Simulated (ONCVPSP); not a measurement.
## ruthenium (Ru), ONCV: configuration errors across variants

ONCVPSP 4.0.1 input, shortened (lines: element, Z, core and valence counts, functional; n l f; lmax; l rc ep ncon nbas qcut; lloc lpopt rc5 dvloc0; l nproj debl; icmod fcfact rcfact), PBEsol, scalar-relativistic:

```
  Ru 44.00    6    4  -116133      upf
    1    0    2.00
    2    0    2.00
    2    1    6.00
    3    0    2.00
    3    1    6.00
    3    2   10.00
    4    0    2.00
    4    1    6.00
    4    2    7.00
    5    0    0.75
    2
    0    1.60    0.00    3    6    7.10
    1    1.60    0.00    4    9    9.80
    2    2.00    0.00    4    9    8.20
    4    2    1.55   -1.00
    0    3    3.90
    1    2    3.00
    2    1    1.10
    0    0.00    0.00
```

All-electron excitation energies from the reference (eV): (1) 4s2 4p6 4d7 5s1 -1.250; (2) 4s2 4p6 4d7 5s0 6.050; (3) 4s2 4p6 4d6 5s0 24.234; (4) 4s2 4p6 4d7.5 5s0.5 -1.563.

1 further variants failed, have other tests or too few solved ones, and are left out.

Errors AE − PS in meV (a dash: test not solved or not reliable):

```csv
change,(1),(2),(3),(4),bound ghosts,GHOST(+) flags above zero
base,+0.3,-1.1,-3.4,-0.8,none,none
"core correction Teter function, fcfact 2.25, rcfact 1.2",+0.2,-1.3,-3.5,-0.9,none,none
"all radii scaled by about 0.76 (s 1.22, p 1.22, d 1.52 bohr); local potential polynomial inside 1.18 bohr (lpopt 2, dvloc0 -1 Ha)",+0.2,-1.1,-3.4,-0.8,none,s
d: qcut 8.9,+0.3,-1.2,-3.0,-0.8,none,none
p: nbas 7,+0.3,-1.1,-3.4,-0.8,none,none
"d: ncon 5, nbas 10",+0.3,-1.2,-3.1,-0.8,none,none
"p: rc 1.2; local potential polynomial inside 1.20 bohr (lpopt 2, dvloc0 -1 Ha)",+0.3,-1.0,-1.7,-0.6,none,s
```

**Question.** Give the same row for: p: qcut 12.5.

**Answer.** +0.3, -1.0, -3.4, -0.8; bound ghosts: none; GHOST(+) flags above zero: none.
